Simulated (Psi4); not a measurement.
C4H10Be, charge -1, doublet, geometry from GFN2-xTB (such geometries of metal compounds can be far from the true shape) (a state made from the parent by changing its charge; the spin is typed, not shown lowest) (a gas-phase anion, which may not be bound at this level); R2SCAN/6-31G* (Psi4).

Here is a job for Psi4.
```
memory 2 GB

molecule mol {
-1 2
  Be    0.884952    0.428305   -0.380155
  C     1.396622   -0.607685    1.052057
  C     0.951478   -1.935142    0.465543
  H     0.828454   -0.443111    1.983292
  H     2.448419   -0.719556    1.380320
  H     1.513029   -2.151053   -0.450025
  H    -0.100181   -1.884385    0.189914
  H     1.073238   -2.810305    1.134468
  C    -0.984155    0.556701   -0.462770
  C    -1.581677    1.890749   -0.900503
  H    -1.399396    0.331771    0.533837
  H    -1.416193   -0.221574   -1.121404
  H    -1.258363    2.140552   -1.915693
  H    -1.234947    2.695691   -0.246471
  H    -2.687477    1.921014   -0.893575
}

set basis 6-31g*
set reference uks
set scf_type pk
set puream true
set d_convergence 1e-8
set dft_radial_points 99
set dft_spherical_points 590

energy('r2scan')
print_variables()
```

### Question
Predict the main parts of the log of this Psi4 run.

### Answer

```
   => Loading Basis Set <=

    Name: 6-31G*
    Role: ORBITAL
    Keyword: BASIS

         ---------------------------------------------------------
                                   SCF
               by Justin Turney, Rob Parrish, Andy Simmonett
                          and Daniel G. A. Smith
                              UKS Reference
         ---------------------------------------------------------

  ==> Geometry <==

    Molecular point group: c1
    Full point group: C1

    Geometry (in Angstrom), charge = -1, multiplicity = 2:

       Center              X                  Y                   Z               Mass
    ------------   -----------------  -----------------  -----------------  -----------------
         BE           0.838571738156     0.404970003173    -0.365625563436     9.012183065000
         C            1.350241738156    -0.631019996827     1.066586436564    12.000000000000
         C            0.905097738156    -1.958476996827     0.480072436564    12.000000000000
         H            0.782073738156    -0.466445996827     1.997821436564     1.007825032230
         H            2.402038738156    -0.742890996827     1.394849436564     1.007825032230
         H            1.466648738156    -2.174387996827    -0.435495563436     1.007825032230
         H           -0.146561261844    -1.907719996827     0.204443436564     1.007825032230
         H            1.026857738156    -2.833639996827     1.148997436564     1.007825032230
         C           -1.030535261844     0.533366003173    -0.448240563436    12.000000000000
         C           -1.628057261844     1.867414003173    -0.885973563436    12.000000000000
         H           -1.445776261844     0.308436003173     0.548366436564     1.007825032230
         H           -1.462573261844    -0.244908996827    -1.106874563436     1.007825032230
         H           -1.304743261844     2.117217003173    -1.901163563436     1.007825032230
         H           -1.281327261844     2.672356003173    -0.231941563436     1.007825032230
         H           -2.733857261844     1.897679003173    -0.879045563436     1.007825032230

  Running in c1 symmetry.

  Rotational constants: A =      0.41573  B =      0.06679  C =      0.06274 [cm^-1]
  Rotational constants: A =  12463.22028  B =   2002.44332  C =   1880.99044 [MHz]
  Nuclear repulsion =  142.782072626722538

  Charge       = -1
  Multiplicity = 2
  Electrons    = 39
  Nalpha       = 20
  Nbeta        = 19

  ==> Algorithm <==

[...]
      Ntotal   =   39.0000008722 ; deviation = 8.722e-07

   @Spin Contamination Metric:   1.277431470E-03
   @S^2 Expected:                7.500000000E-01
   @S^2 Observed:                7.512774315E-01
   @S   Expected:                5.000000000E-01
   @S   Observed:                5.000000000E-01

    Orbital Energies [Eh]
    ---------------------

    Alpha Occupied:

[...]
    Alpha Virtual:

[...]
      90A      2.880262

    Beta Occupied:

[...]
      19A      0.011192

    Beta Virtual:

[...]
    Final Occupation by Irrep:
              A
    DOCC [    19 ]
    SOCC [     1 ]
    NA   [    20 ]
    NB   [    19 ]

  @UKS Final Energy:  -172.99842115409893

   => Energetics <=

    Nuclear Repulsion Energy =            142.7820726267225382
    One-Electron Energy =                -520.7622940616520282
    Two-Electron Energy =                 233.4096827938392380
    DFT Exchange-Correlation Energy =     -28.4278825130086936
    Empirical Dispersion Energy =           0.0000000000000000
    VV10 Nonlocal Energy =                  0.0000000000000000
    Total Energy =                       -172.9984211540989349

  UHF NO Occupations:
  HONO-2 :   18  A 1.9997656
  HONO-1 :   19  A 1.9996450
  HONO-0 :   20  A 1.0000000
  LUNO+0 :   21  A 0.0003550
  LUNO+1 :   22  A 0.0002344
  LUNO+2 :   23  A 0.0000268
  LUNO+3 :   24  A 0.0000098

Computation Completed

Properties will be evaluated at   0.000000,   0.000000,   0.000000 [a0]

Properties computed using the SCF density matrix

 Multipole Moments:

 ------------------------------------------------------------------------------------
     Multipole            Electronic (a.u.)      Nuclear  (a.u.)        Total (a.u.)
 ------------------------------------------------------------------------------------

 L = 1.  Multiply by 2.5417464519 to convert [e a0] to [Debye]
 Dipole X            :          2.2391483           -3.3305496           -1.0914013
 Dipole Y            :          1.0847080           -1.6756728           -0.5909649
 Dipole Z            :         -0.5377138            1.0433624            0.5056485
 Magnitude           :                                                    1.3401778

 ------------------------------------------------------------------------------------

  Variable Map:
  ----------------------------------------------------------------------------
[...]
  Array Variable Map:
  ----------------------------------------------------------------------------
[...]
[...]
```
